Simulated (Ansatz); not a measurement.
Isolated molecules relaxed with PBE0-D4/def2-TZVP in Ansatz; ΔE leaves out vibrations. CBS: MP2 limit from def2 TZ/QZ plus the TZ coupled-cluster correction, frozen cores. This one scheme is used for every species. Each species was taken in one conformer, which may not be the lowest.

Reaction (ligand exchange at the Si–S bond): `O[SiH2]S[SiH3]` + `O[SiH](Cl)Cl` → `O[SiH2]O[SiH](Cl)Cl` + `[SiH3]S`

```json
{"species": "`O[SiH2]S[SiH3]`", "CCSD(T)/CBS(def2) energy (Eh)": "-1054.81115"}
{"species": "`O[SiH](Cl)Cl`", "CCSD(T)/CBS(def2) energy (Eh)": "-1285.17016"}
{"species": "`O[SiH2]O[SiH](Cl)Cl`", "CCSD(T)/CBS(def2) energy (Eh)": "-1650.72843"}
{"species": "`[SiH3]S`", "CCSD(T)/CBS(def2) energy (Eh)": "-689.27336"}
```

(1) Work out ΔE.

Largest T1 diagnostic among the species: 0.012.

Answers

(1) ΔE = (-1650.72843) + (-689.27336) − (-1054.81115) − (-1285.17016) = -0.02048 Eh = -12.9 kcal/mol.

In def2-TZVPP, CCSD(T) changes the Hartree–Fock value by +4.2 kcal/mol (the triples alone add +0.9 kcal/mol) and MP2 by +5.2 kcal/mol. From PBE to PBE0 (25 % exact exchange), in def2-TZVPP and without D4, ΔE moves by −1.2 kcal/mol.
